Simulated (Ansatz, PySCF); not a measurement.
Pulling on the Al1–H2 bond in AlFH2 (SMILES [F][AlH2]) (multiplicity 1 held, fragments rigid). Energies count from the point at 1.570 Å.
Geometry at that point (charge 0, multiplicity 1):
```xyz
4

Al    -0.24669    -0.47885     0.15841
H      0.47074    -1.31219     1.27881
H     -1.58944    -0.85928    -0.56046
F      0.48064     0.93295    -0.30863
```

R- and RO- levels are restricted; in cc, def2 and unpolarised 6-31G sets they are followed outwards from rest. U- levels take the lowest unrestricted solution at each point, which mixes spins at long bonds. Active spaces are followed from a long bond inwards. Levels need not reach the same state.

Frozen-core correlation. Rows in 3-21G carry no dispersion term and start afresh at each structure.

Run with Ansatz (a first-principles code) with Gaussian orbitals; PySCF for 3-21G rows. Each number belongs to the level named beside it.

Energies in eV.

```json
[
 {"R (Å)": "1.256", "R-HF/3-21G": "1.25", "R-HF/cc-pV(T+d)Z": "1.11", "U-HF/cc-pV(T+d)Z": "1.11", "R-CCSD(T)/cc-pV(T+d)Z": "1.11", "SC-NEVPT2 on CASSCF(2,2)/cc-pV(T+d)Z": "1.12", "FIC-MRCISD+Q on CASSCF(2,2)/cc-pV(T+d)Z": "1.10"},
 {"R (Å)": "1.413", "R-HF/3-21G": "0.28", "R-HF/cc-pV(T+d)Z": "0.21", "U-HF/cc-pV(T+d)Z": "0.21", "R-CCSD(T)/cc-pV(T+d)Z": "0.22", "SC-NEVPT2 on CASSCF(2,2)/cc-pV(T+d)Z": "0.23", "FIC-MRCISD+Q on CASSCF(2,2)/cc-pV(T+d)Z": "0.22"},
 {"R (Å)": "1.570", "R-HF/3-21G": "0.00", "R-HF/cc-pV(T+d)Z": "0.00", "U-HF/cc-pV(T+d)Z": "0.00", "R-CCSD(T)/cc-pV(T+d)Z": "0.00", "SC-NEVPT2 on CASSCF(2,2)/cc-pV(T+d)Z": "0.00", "FIC-MRCISD+Q on CASSCF(2,2)/cc-pV(T+d)Z": "0.00"},
 {"R (Å)": "1.727", "R-HF/3-21G": "0.13", "R-HF/cc-pV(T+d)Z": "0.16", "U-HF/cc-pV(T+d)Z": "0.16", "R-CCSD(T)/cc-pV(T+d)Z": "0.14", "SC-NEVPT2 on CASSCF(2,2)/cc-pV(T+d)Z": "0.12", "FIC-MRCISD+Q on CASSCF(2,2)/cc-pV(T+d)Z": "0.14"},
 {"R (Å)": "1.884", "R-HF/3-21G": "0.47", "R-HF/cc-pV(T+d)Z": "0.52", "U-HF/cc-pV(T+d)Z": "0.52", "R-CCSD(T)/cc-pV(T+d)Z": "0.47", "SC-NEVPT2 on CASSCF(2,2)/cc-pV(T+d)Z": "0.43", "FIC-MRCISD+Q on CASSCF(2,2)/cc-pV(T+d)Z": "0.47"},
 {"R (Å)": "2.119", "R-HF/3-21G": "1.19", "R-HF/cc-pV(T+d)Z": "1.23", "U-HF/cc-pV(T+d)Z": "1.23", "R-CCSD(T)/cc-pV(T+d)Z": "1.10", "SC-NEVPT2 on CASSCF(2,2)/cc-pV(T+d)Z": "1.03", "FIC-MRCISD+Q on CASSCF(2,2)/cc-pV(T+d)Z": "1.10"},
 {"R (Å)": "2.355", "R-HF/3-21G": "1.97", "R-HF/cc-pV(T+d)Z": "1.99", "U-HF/cc-pV(T+d)Z": "1.97", "R-CCSD(T)/cc-pV(T+d)Z": "1.75", "SC-NEVPT2 on CASSCF(2,2)/cc-pV(T+d)Z": "…", "FIC-MRCISD+Q on CASSCF(2,2)/cc-pV(T+d)Z": "1.75"},
 {"R (Å)": "2.747", "R-HF/3-21G": "3.23", "R-HF/cc-pV(T+d)Z": "3.19", "U-HF/cc-pV(T+d)Z": "2.61", "R-CCSD(T)/cc-pV(T+d)Z": "2.67", "SC-NEVPT2 on CASSCF(2,2)/cc-pV(T+d)Z": "…", "FIC-MRCISD+Q on CASSCF(2,2)/cc-pV(T+d)Z": "2.66"},
 {"R (Å)": "3.140", "R-HF/3-21G": "4.33", "R-HF/cc-pV(T+d)Z": "4.21", "U-HF/cc-pV(T+d)Z": "2.84", "R-CCSD(T)/cc-pV(T+d)Z": "3.27", "SC-NEVPT2 on CASSCF(2,2)/cc-pV(T+d)Z": "3.10", "FIC-MRCISD+Q on CASSCF(2,2)/cc-pV(T+d)Z": "3.27"},
 {"R (Å)": "3.611", "R-HF/3-21G": "5.41", "R-HF/cc-pV(T+d)Z": "5.19", "U-HF/cc-pV(T+d)Z": "2.93", "R-CCSD(T)/cc-pV(T+d)Z": "3.59", "SC-NEVPT2 on CASSCF(2,2)/cc-pV(T+d)Z": "3.44", "FIC-MRCISD+Q on CASSCF(2,2)/cc-pV(T+d)Z": "3.63"},
 {"R (Å)": "4.239", "R-HF/3-21G": "6.48", "R-HF/cc-pV(T+d)Z": "6.14", "U-HF/cc-pV(T+d)Z": "2.96", "R-CCSD(T)/cc-pV(T+d)Z": "3.62", "SC-NEVPT2 on CASSCF(2,2)/cc-pV(T+d)Z": "3.59", "FIC-MRCISD+Q on CASSCF(2,2)/cc-pV(T+d)Z": "3.78"},
 {"R (Å)": "5.024", "R-HF/3-21G": "7.34", "R-HF/cc-pV(T+d)Z": "6.94", "U-HF/cc-pV(T+d)Z": "2.97", "R-CCSD(T)/cc-pV(T+d)Z": "3.52", "SC-NEVPT2 on CASSCF(2,2)/cc-pV(T+d)Z": "3.63", "FIC-MRCISD+Q on CASSCF(2,2)/cc-pV(T+d)Z": "3.82"}
]
```

Complete the blanks.


- 2.355, SC-NEVPT2 on CASSCF(2,2)/cc-pV(T+d)Z: 1.65
- 2.747, SC-NEVPT2 on CASSCF(2,2)/cc-pV(T+d)Z: 2.53

Doubts at one or more of the structures used: a restricted determinant that unrestricted orbitals would lower (R-HF/3-21G, R-HF/cc-pV(T+d)Z, R-CCSD(T)/cc-pV(T+d)Z); a spin-contaminated determinant (U-HF/cc-pV(T+d)Z); other coupled-cluster roots lie near (R-CCSD(T)/cc-pV(T+d)Z); T1 above 0.05 (R-CCSD(T)/cc-pV(T+d)Z).
